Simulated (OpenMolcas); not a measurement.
**What dynamic correlation does to the levels of Tc5+**

- Program: OpenMolcas
- Basis: ANO-RCC-VQZP [8s7p5d3f2g1h]
- Scalar Hamiltonian: DKH2, point nucleus
- Active space: 2 electrons in 5 orbitals (4d)
- State averaging: 2S+1 = 3 even, 10 roots; 2S+1 = 1 even, 15 roots
- Spin-orbit coupling: RASSI with atomic mean-field integrals over the reference wave functions, term energies averaged over their components

Methods on the same reference wave functions:
A. CASSCF
B. SS-CASPT2, IPEA 0.25 Eh, imaginary shift 0.1 Eh (closed shells correlated: 4s 4p)

Energies in cm⁻¹ above 4d² ³F₂.

| Level | A | B |
| --- | --- | --- |
| 4d² ³F₂ | 0.0 | 0.0 |
| 4d² ³F₃ | 1949 | 2010 |
| 4d² ³F₄ | 4190 | 4230 |
| 4d² ¹D₂ | 14496 | 11530 |
| 4d² ³P₀ | 15535 | 13160 |
| 4d² ³P₁ | 16340 | 14000 |
| 4d² ³P₂ | 18417 | 15920 |
| 4d² ¹G₄ | 21942 | 19170 |
| 4d² ¹S₀ | 51146 | 43380 |

From A to B the spin-free energies of the other terms of 4d² shown, above ³F, scale by factors of 0.74 to 0.85, as is usual when dynamic correlation screens the repulsion within a d or f shell.

The lowest spin-free term lies below A's lowest term by 0.300 hartree in B.

CASPT2 breaks the degeneracy within a term, and the mean is taken; among the terms shown or strongly mixed into the levels shown the widest spread is 500 cm-1 (4d² ³F, B). Without dynamic correlation excited terms often stand tens of per cent too high (terms of higher spin than the ground term too low), and those without a measured partner can miss by more than the paired ones (holds for A). Levels of configurations outside the active space are missing.
